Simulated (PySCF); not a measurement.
CdMe(CF3), C₂H₃CdF₃ (singlet state).
Geometry (PBE0-D3(BJ)/def2-SVP, Å), atoms numbered from 1 in this order:
```
atom  x, y, z in Å
Cd1    0.014   -0.020    0.068
C2    -0.015    0.006    2.169
H3    -0.854    0.616    2.535
H4     0.921    0.431    2.561
H5    -0.127   -1.014    2.566
C6     0.044   -0.025   -2.091
F7    -1.035   -0.629   -2.629
F8     1.119   -0.657   -2.603
F9     0.066    1.224   -2.601
```

Theory: PBE0-D3(BJ)/def2-SVP geometry optimisation, gas phase, def2 core potentials past Kr in PySCF.

**Question.** Which atoms are bound to Cd1, and at what distances?

**Answer.** 2 atoms: C2 2.101 Å, C6 2.159 Å. The nearest atom not counted as bound is H4, at 2.69 Å (others tie with it).

**Question.** What is the shape at Cd1?

**Answer.** Linear: angle 179.4°. The Cd–C distances aren't all alike: 2.101 to 2.159 Å.

**Question.** What are the other bond lengths?

**Answer.** C2–H3, C2–H4, C2–H5 1.100 Å; C6–F7, C6–F8, C6–F9 1.349 Å.

**Question.** Give some angles away from the centre.

**Answer.** Cd1–C6–F7 112.9°, Cd1–C6–F9 112.1°, F7–C6–F8 106.0°.

Point group: near C3v, missed by 0.13 Å at most; the miss may be what the optimiser left on a soft mode (C3 holds within 0.08 Å). Charge 0, singlet. No frequency check.
